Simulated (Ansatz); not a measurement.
PBE exchange is replaced step by step with exact exchange (0 % is PBE, 25 % PBE0; no dispersion term), basis def2-SVP, Ansatz. System: Te14Mo3. The state is a singlet with charge 0. Geometry: PBE-D4/def2-SVP, each spin state at its own.

Left out: 50 %, where a state is spin-contaminated, unstable or flagged.

Geometry of the singlet:

| atom | x (Å) | y (Å) | z (Å) |
| --- | --- | --- | --- |
| Mo1 | -1.548 | -0.272 | 0.650 |
| Mo2 | 1.150 | 0.739 | 0.924 |
| Mo3 | 0.381 | -0.477 | -1.587 |
| Te4 | 0.590 | -1.915 | 0.685 |
| Te5 | -0.678 | 1.859 | -0.755 |
| Te6 | -1.461 | -0.964 | 3.376 |
| Te7 | -2.401 | 1.836 | 2.308 |
| Te8 | -2.898 | -2.536 | -0.120 |
| Te9 | -3.708 | -0.127 | -1.041 |
| Te10 | 3.720 | -0.257 | 0.612 |
| Te11 | 2.791 | 2.508 | -0.443 |
| Te12 | 1.142 | 0.018 | 3.602 |
| Te13 | 0.213 | 2.784 | 2.547 |
| Te14 | 3.015 | -1.441 | -1.815 |
| Te15 | 2.075 | 1.359 | -2.883 |
| Te16 | -0.786 | -2.762 | -2.570 |
| Te17 | -1.598 | -0.352 | -3.488 |

In the def2 sets Mo, Te take a core potential; there is no spin–orbit coupling. Single mean-field runs in def2-SVP are fitted with def2-universal-jkfit. The restricted singlet is unstable towards broken spin symmetry in Hartree–Fock (as tested in another run); at PBE-D4/def2-SVP, PBE with 5 % exact exchange/def2-SVP, PBE with 10 % exact exchange/def2-SVP, PBE with 15 % exact exchange/def2-SVP and others this wasn't settled. At PBE with 35 % exact exchange/def2-SVP the charge 0 triplet is spin-contaminated (final ⟨S²⟩ up to 2.20, 2.00 for a pure state).

| exact exchange (%) | HOMO (eV) | LUMO (eV) | gap (eV) | triplet − singlet (kJ/mol) |
| --- | --- | --- | --- | --- |
| 0 | -4.53 | -4.03 | 0.50 | 27.6 |
| 5 | -4.67 | -3.95 | 0.73 | 21.1 |
| 10 | -4.82 | -3.86 | 0.95 | 14.1 |
| 15 | -4.96 | -3.78 | 1.18 | 6.6 |
| 25 | -5.25 | -3.61 | 1.64 | -9.9 |

Q: Estimate the row for 35 %.

A: 
```
exact exchange (%)  HOMO (eV)  LUMO (eV)  gap (eV)  triplet − singlet (kJ/mol)
                35      -5.49      -3.44      2.05                       -29.6
```
